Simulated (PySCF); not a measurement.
Start geometry of `FC1=CCC=C1F` from GFN2-xTB (Å):
```
atom  x, y, z in Å
F1     2.5168   -0.6812    0.2637
C2     1.2011   -0.3415    0.1280
C3     0.1341   -1.1447    0.3124
C4    -1.0589   -0.3608    0.0597
C5    -0.5971    0.9901   -0.3082
C6     0.7400    0.9905   -0.2545
F7     1.5746    2.0039   -0.5091
H8     0.1864   -2.1692    0.6046
H9    -1.6811   -0.7973   -0.7264
H10   -1.7407   -0.3367    0.9531
H11   -1.2371    1.8212   -0.5390
```

Problem. What comes out of this run: PySCF, PBE0-D3(BJ)/def2-SVP geometry optimisation, gas phase?

Solution. 
```
atom  x, y, z in Å
F1     2.4587   -0.6081   -0.4994
C2     1.1953   -0.3402   -0.2306
C3     0.2551   -1.1574    0.2722
C4    -1.0112   -0.3659    0.3880
C5    -0.6682    1.0036   -0.1123
C6     0.6273    0.9872   -0.4677
F7     1.3549    1.9699   -0.9628
H8     0.3778   -2.2025    0.5505
H9    -1.8251   -0.8181   -0.2085
H10   -1.3775   -0.3377    1.4306
H11   -1.3525    1.8480   -0.1707
```

The energy falls by 3.0 kcal/mol over 8 energy and gradient evaluations, the largest force component goes from 0.0344 to 3.3e-04 Eh/bohr, and the atoms move by 0.033 Å rms after alignment. The bond that changes most is C3–C4 (alkene CH carbon to allylic carbon), which lengthens by 0.048 Å. Bonds longer at the end by more than 0.005 Å: 6 of 11; shorter: 3. Among the angles that change most is H9–C4–H10, from 103.6° to 106.0°. Rotational constants go from 3624, 3156, 1704 to 3737, 3144, 1726 MHz. The orientation of the end geometry is arbitrary; only internal coordinates are fixed.

The run used 118 basis functions and 55 SCF cycles in all.

No frequency check.
